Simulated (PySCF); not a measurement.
Bonds: C1-Si2, Si2-C3, Si2-C4, Si2-C5, C5-F6, C5-P7. C1 carries H8, H9, H10; C3 carries H11, H12, H13; C4 carries H14, H15, H16; P7 carries H17.

One conformer, rapidly exchanging positions averaged, non-relativistic, isolated molecule. Shielding tensors at PBE0/pcSseg-1 (GIAO); coordinates at the GFN2-xTB level; PySCF 2.14.

Scale: TMS for 13C and 1H and 29Si; 19F vs CFCl3; 31P vs H3PO4 (reference shieldings calculated alike).

| atoms | nucleus | count | δ (ppm) |
| --- | --- | --- | --- |
| F6 | 19F | 1 | 25.8 |
| H17 | 1H | 1 | 6.68 |
| C1/C3/C4 | 13C | 3 | -1.6 |
| Si2 | 29Si | 1 | -6.0 |
| P7 | 31P | 1 | 165.4 |
| C5 | 13C | 1 | ? |
| H8/H9/H10/H11/H12/H13/H14/H15/H16 | 1H | 9 | ? |

Question: Fill in the missing shifts.

Answer: 
- C5: 263.5 ppm, carbon bonded to F, P, Si
- H8/H9/H10/H11/H12/H13/H14/H15/H16: 0.26 ppm, hydrogen on a carbon bonded to Si

Shifts are as computed. Against solution values, carbons near 30 ppm lie about +3 ppm off and those near 130 ppm about +5 ppm. Of 1211 compounds with measured shifts, 218 miss one by over three times the rms of a fit or turn the order of signals round; such compounds aren't used in these exercises. Unscaled 19F shifts against computed CFCl3 carry errors that often reach 10 to 50 ppm. Experimental scales use liquid or dissolved standards, which lie at an offset from isolated H3PO4.
